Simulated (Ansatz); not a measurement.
Species: CH₆NSi, charge 0, multiplicity 2. It need not be the lowest isomer of its formula. 
Coordinates optimised at B3LYP-D3(BJ)/def2-TZVP (Ansatz, a program for electronic structure):
SMILES: C[N][SiH3]
```xyz
9

Si    -0.6031    -0.3232    -0.8507
N      0.4955     0.5993     0.1352
C      0.8091     0.2630     1.4835
H      1.0814     1.1557     2.0558
H      0.0357    -0.3005     2.0234
H      1.7121    -0.3703     1.4729
H      0.2134    -1.0913    -1.8240
H     -1.4665     0.6278    -1.5863
H     -1.4562    -1.2702    -0.0799
```
Charge 0, spin multiplicity 2.

Parts of the frozen-core correlation energy in cc-pVTZ (Ansatz, hartree). Frozen orbitals: 7; correlated occupied orbitals by spin: 10 and 9; virtual: 161 and 162. UHF or UKS for open shells. Spin-orbit coupling is left out. Non-relativistic.

```
term                            value
-------------------------  ----------
reference (HF)             -384.75252
MP2 opposite-spin            -0.37926
MP2 same-spin                -0.09581
CCSD correlation             -0.52340
(T)                          -0.01836
T1 diagnostic                   0.015
largest doubles amplitude       0.018
<S^2> of the reference          0.762
```
